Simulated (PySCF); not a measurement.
Ionisation energy of Zn²⁸⁺ by level of theory

Zn²⁸⁺ 1s2 (1S) → Zn²⁹⁺ 1s1 (2S), as a difference of total energies. All numbers are calculated (PySCF 2.14, no relativity, point nucleus, in an uncontracted even-tempered set (15 s from 35 bohr⁻², ratio 2.2; 7 p from 53 bohr⁻², ratio 2.4; 4 d from 160 bohr⁻², ratio 2.4; 3 f from 240 bohr⁻², ratio 2.4; 3 g from 360 bohr⁻², ratio 2.4)). Correlated levels: nothing frozen; virtual orbitals above 40 to 60 times the deepest correlated orbital energy dropped. The calculations carry no spin-orbit coupling.

```tsv
method	ionisation energy (eV)
UHF	11737.9
LDA	11708.1
PBE0	11735.3
PBEsol	11723.8
BLYP	11737.3
MP2 (all electrons)	11739.2
SCS-MP2 (all electrons)	11739.4
```

Task: Estimate what PBE gives.

Result: 11734.1 eV, closest to PBE0 among the rows shown.

Task: Estimate what r2SCAN gives.

Result: 11739.3 eV, closest to MP2 (all electrons) among the rows shown.

These non-relativistic numbers lack the scalar-relativistic shift.

For comparison: 11864.9 eV (theoretical estimate listed by NIST; NIST Atomic Spectra Database, ionization energies).
